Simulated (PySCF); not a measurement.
## Shapes and spin states of FReN

All numbers come from PySCF, PBE0, basis Re def2-TZVP with ECP60, N def2-TZVP, F def2-TZVP (scalar-relativistic core potentials, no spin–orbit coupling, density fitting).

Relaxations began from a few typed shapes and spin states; open shells are unrestricted. The search is not exhaustive: other isomers or separated fragments can lie lower, and high-lying points may rest on an excited occupation.

| spin | group | bonds | angles | imaginary modes (cm⁻¹) | ΔE (kJ/mol) | ΔE with ZPE (kJ/mol) |
| --- | --- | --- | --- | --- | --- | --- |
| quartet | Cs | Re–F 1.909 Å, Re–N 1.645 Å | F–Re–N 132.0° | none | 0.0 | 0.0 |
| broken-symmetry Ms = 1/2 (⟨S²⟩ 1.69) | C∞v | Re–F 1.965 Å, Re–N 1.653 Å | F–Re–N 180.0° | 179i, 161i | 105.2 | – |

The lowest minimum found is the quartet Cs: Re–F 1.909 Å, Re–N 1.645 Å; F–Re–N 132.0°.

Formally Re is in oxidation state +4, d3, with 3 unpaired electrons (the high-spin count). The Mulliken spin on Re is 3.24. The polar-tensor charge on Re, 1.10, is far below the formal one.

For the lowest minimum: open d and f shells are described by one determinant, and the ground state may have another occupation or spin. With an element this heavy the missing spin–orbit coupling can shift these numbers.

The electron or spin density has lower symmetry than the nuclear frame for the broken-symmetry Ms = 1/2 (⟨S²⟩ 1.69) C∞v at 105.2 kJ/mol.
